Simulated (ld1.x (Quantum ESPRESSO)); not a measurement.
## What the settings do to the ultrasoft potential of aluminium (Al)

Base potential:

```json
{"Element": "aluminium (Al)", "Generator": "ld1.x (Quantum ESPRESSO) 7.5", "Type": "ultrasoft", "Functional": "PBE", "Relativity": "scalar-relativistic", "Frozen core": "[Ne]", "Valence charge": "3", "Reference configuration": "3s2 3p1", "Partial waves": "3s (bound): rcut 1.45, rcutus 1.85 bohr; 3s channel at 1.3 Ry: rcut 1.45, rcutus 1.85 bohr; 3p (bound): rcut 1.75, rcutus 2.40 bohr; 3p channel at 4.55 Ry: rcut 1.75, rcutus 2.40 bohr; 3d channel at 0.15 Ry: rcut 1.75, rcutus 2.15 bohr; 3d channel at 2.35 Ry: rcut 1.75, rcutus 2.15 bohr", "Local potential": "all-electron potential smoothed inside 2.25 bohr (lloc = -1)", "Core correction": "Bessel-smoothed model core inside 1.50 bohr", "Augmentation charge": "PSQ, inside the norm-conserving radii"}
```

All-electron outer shells of the reference configuration (PBE, scalar-relativistic, ld1.x):

```json
{"shell": "2s", "level (eV)": "-108.17", "outermost node (bohr)": "0.16", "outermost maximum (bohr)": "0.50"}
{"shell": "2p", "level (eV)": "-69.64", "outermost node (bohr)": "–", "outermost maximum (bohr)": "0.43"}
{"shell": "3s", "level (eV)": "-7.75", "outermost node (bohr)": "0.80", "outermost maximum (bohr)": "2.09"}
{"shell": "3p", "level (eV)": "-2.71", "outermost node (bohr)": "0.82", "outermost maximum (bohr)": "2.64"}
```

Cutoffs, loose and tight: the cutoffs (Ry, on a coarse ladder) from which the occupation-weighted sum of valence levels, in a spherical-Bessel basis at the reference potential, stays within 10 and 1 mRy of its value at 400 Ry. They do not see the model core or the augmentation charge, which bear on the density cutoff. Test errors are all-electron minus pseudo excitation energies from the reference, over the configurations 3s2 3p0; 3s1 3p0; 3s2 3p0.5; 3s1 3p1; 3s2 3p1.3; 3s1 3p2; 3s0 3p3. A dash means not determined; rows that change the core or the reference have their own tests.

Cutoffs are not given where the Bessel-basis levels miss the radial ones by over 6 mRy, ghosts where they miss by over 20 mRy; a channel whose overlap is not positive is not tested.

```csv
change,outcome,"cutoff, loose","cutoff, tight",bound ghosts,largest test error (meV)
base,generated,8 Ry,12 Ry,none,-14
local potential all-electron potential smoothed inside 2.40 bohr (lloc = -1),generated,8 Ry,12 Ry,none,-14
"waves 3d channel at 0.15 Ry: rcut 1.75, rcutus 2.98 bohr; 3d channel at 2.35 Ry: rcut 1.75, rcutus 2.98 bohr",generated,8 Ry,12 Ry,none,-14
reference 3s1 3p0,generated,8 Ry,12 Ry,none,+15
"waves 3s (bound): rcut 1.45, rcutus 1.96 bohr; 3s channel at 1.3 Ry: rcut 1.45, rcutus 1.96 bohr",generated,8 Ry,10 Ry,none,-13
core correction Bessel-smoothed model core inside 0.92 bohr,generated,8 Ry,12 Ry,none,-27
"augmentation built from norm-conserving waves at rcut, not smoothed further",generated,–,–,none,-14
```

Question: What comes out with this change to the base: wave 3p channel at 4.55 Ry: rcut 1.75, rcutus 2.40 bohr becomes 3p channel at 2.05 Ry: rcut 1.75, rcutus 2.40 bohr?

Answer: outcome: generated; cutoff, loose: 8 Ry; cutoff, tight: 12 Ry; bound ghosts: none; largest test error (meV): -2.2.
